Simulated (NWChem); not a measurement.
## Lowest excitation of CHF

```xyz
3

C      0.5606    -0.4527     0.0000
F     -0.5266     0.2642     0.0000
H      1.3753     0.3381     0.0000
```
Charge 0, spin multiplicity 1.

All runs are NWChem calculations. Structure: optimised with B3LYP/def2-SVP, a minimum by its harmonic frequencies.

Basis set: aug-cc-pVDZ. CR-EOMCCSD(T) is the triples correction to the same EOM-CCSD root.

| method | lowest vertical singlet excitation energy (eV) | difference from EOM-CCSD |
|---|---|---|
| TD-PBE | 2.17 | -0.37 |
| TDA-PBE0 | 2.41 | -0.13 |
| CIS | 2.58 | +0.04 |
| EOM-CCSD | 2.54 | 0.00 |
| CR-EOMCCSD(T) | 2.43 | -0.11 |
| TD-B3LYP | 2.25 | -0.29 |

The values span 0.41 eV, from TD-PBE (lowest) to CIS (highest). 

The correlated methods keep 2 core orbitals frozen. B3LYP has NWChem's definition, with VWN1-RPA local correlation. The structure started from a generated list of species. No row is a measurement; the coupled-cluster row has its own basis-set and correlation limits.
